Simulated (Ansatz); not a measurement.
A nudged elastic band was laid between two geometries of Cl3HHfO + H2 (8 atoms, charge 0, multiplicity 1).

Computed with Ansatz 0.2.0, RKS BLYP/def2-SVP.

```yaml
movable_images: 9
climbing_image: yes
spring: 5.0 eV/Å²
optimiser: quadratic models (default)
start_path: through a guess of the saddle point
force_threshold: 0.05 eV/Å
iteration_limit: 60
end_points: relaxed
```

Image 0:

```xyz
8
Properties=species:S:1:pos:R:3
Hf -0.253 -0.400 -0.022
Cl -0.072 -0.177 2.336
Cl 1.903 -0.593 -0.994
Cl -1.399 1.467 -0.934
O -1.249 -1.983 -0.412
H -1.757 -2.784 -0.606
H 1.997 3.161 1.575
H 1.677 2.634 2.031
```

Image 10:

```xyz
8
Properties=species:S:1:pos:R:3
Hf 0.323 0.207 -0.492
Cl -0.626 1.121 3.001
Cl 1.859 -0.208 -2.243
Cl -1.252 1.875 -1.092
O -0.396 -1.436 0.170
H -0.926 -2.192 0.465
H 1.388 0.863 0.899
H 0.478 1.096 2.266
```

(1) What changes between the two ends?

(2) Give the energies along the band, and the barrier.

(3) What is the geometry of the highest image?

Results:

(1) Bonds broken: Hf1–Cl2, H7–H8. Bonds formed: Hf1–H7, Cl2–H8. Cl3HHfO + H2 becomes Cl2H2HfO + ClH.

(2) The forces met the threshold. The highest image is number 9 of 0 to 10, 41.0 kcal/mol above the first end and 0.1 kcal/mol above the last; the last end lies 40.9 kcal/mol above the first. The top lies less than 8 meV above the higher end, about what the thresholds resolve: that end is a shoulder or a very shallow well. A vibrational analysis at the climbing image gives one clearly imaginary mode, 41i cm⁻¹: a first-order saddle point. The orbitals stay closed-shell, which can raise the energy where a bond breaks towards radicals; this wasn't checked here.

| image | path coordinate (Å) | energy (kcal/mol) | Hf1–Cl2 (Å) | H7–H8 (Å) | Hf1–H7 (Å) |
| --- | --- | --- | --- | --- | --- |
| 0 | 0.00 | 0.0 | 2.38 | 0.77 | 4.50 |
| 1 | 0.82 | 0.1 | 2.37 | 0.77 | 4.22 |
| 2 | 1.64 | 0.2 | 2.37 | 0.77 | 4.33 |
| 3 | 2.45 | 0.3 | 2.37 | 0.77 | 4.32 |
| 4 | 3.27 | 1.0 | 2.38 | 0.77 | 4.03 |
| 5 | 4.09 | 3.0 | 2.38 | 0.77 | 3.52 |
| 6 | 4.90 | 8.3 | 2.41 | 0.77 | 2.85 |
| 7 | 5.71 | 14.2 | 2.46 | 0.79 | 2.31 |
| 8 | 6.52 | 32.8 | 2.75 | 0.93 | 2.02 |
| 9 | 7.33 | 41.0 | 3.38 | 1.52 | 1.88 |
| 10 | 7.69 | 40.9 | 3.73 | 1.66 | 1.87 |

(3) 
```xyz
8
Properties=species:S:1:pos:R:3
Hf 0.296 0.245 -0.366
Cl -0.671 1.077 2.765
Cl 1.807 -0.128 -2.144
Cl -1.244 1.928 -1.026
O -0.399 -1.451 0.180
H -0.944 -2.219 0.407
H 1.470 0.829 0.988
H 0.535 1.043 2.170
```

Run time: 6 min on 4 threads of Arm Neoverse V1 (shared host), peak memory 0.18 GiB.
